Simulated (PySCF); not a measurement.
## Static response to an electric field

Compound: C5H7GeNS.
Cartesian coordinates in Å at the PBE0-D3(BJ)/def2-SVP level; atoms count from 1:
```xyz
15
C5H7GeNS angstrom
S      3.2838    0.4306   -0.9716
Ge     1.9916   -0.3267    0.6794
C      0.1101   -0.1563    0.1876
C     -0.2895   -0.0337   -1.1455
C     -1.6511    0.0650   -1.4350
N     -2.6033    0.0504   -0.5064
C     -2.2246   -0.0625    0.7637
C     -0.8918   -0.1662    1.1632
H      2.8235    1.6985   -0.8879
H      2.3987   -1.7999    0.8385
H      2.2466    0.4447    1.9873
H      0.4509   -0.0070   -1.9501
H     -1.9849    0.1619   -2.4750
H     -3.0242   -0.0686    1.5140
H     -0.6535   -0.2488    2.2277
```

Level: CAM-B3LYP/def2-SVPD (PySCF), static field, nuclei fixed, core orbitals frozen in the response. The polarisability tensor in these axes (au):

```
x   143.38   1.17  -3.73
y     1.17  80.39  -6.57
z    -3.73  -6.57 119.16
```

**Question.** What are the eigenvalues, a third of the trace, and Δα (Δα² = ½Σ(αi − αj)² over the three pairs)?

**Answer.** Principal values 79.31, 119.61 and 144.02 au; mean 114.31 au = 16.94 Å³ = 18.85 × 10⁻⁴⁰ C²·m²/J; Δα = 56.61 au (50 % of the mean).

**Question.** What is the dipole moment, and where does it point?

**Answer.** (0.80, 0.17, 1.28) D, 1.52 D in size, pointing from the negative to the positive side. Measured along this direction, the outermost atoms are H13 at the negative end and H11 at the positive end.

**Question.** In TDDFT the mean static polarisability is Σ f/ω² over all singlet excitations (ω in hartree). How much of it do the 10 lowest give? Their energies (eV) and oscillator strengths: 4.80, 0.0055; 5.26, 0.0000; 5.45, 0.0418; 5.82, 0.0314; 6.01, 0.0064; 6.25, 0.0041; 6.38, 0.0034; 6.85, 0.0146; 7.04, 0.8111; 7.18, 0.1154.

**Answer.** They add up to 16.18 au, 14.2 % of the 114.31 au; the largest single term is 12.11 au, from the state at 7.04 eV. Terms in order: 0.18, 0.00, 1.04, 0.69, 0.13, 0.08, 0.06, 0.23, 12.11, 1.66 au. Higher excitations give the rest. The strengths listed sum to 1.034.

**Question.** Refractivity n − 1 of an ideal gas of it at 298.15 K and 1 atm, from the electronic α?

**Answer.** N = p/kT = 2.4615 × 10¹⁹ cm⁻³, so n − 1 = 2π × N × 16.94 × 10⁻²⁴ cm³ = 2620 × 10⁻⁶ at long wavelengths.

**Question.** Molar refractivity from α?

**Answer.** Lorentz–Lorenz: R = (4π/3)N_A α = 2.5225 cm³/(mol·Å³) × 16.94 Å³ = 42.7 cm³/mol, in the limit of long wavelengths.

One conformer (not necessarily the lowest) at the PBE0-D3(BJ)/def2-SVP geometry, without solvent, vibrations or thermal averaging. The calculation is non-relativistic, for germanium too.
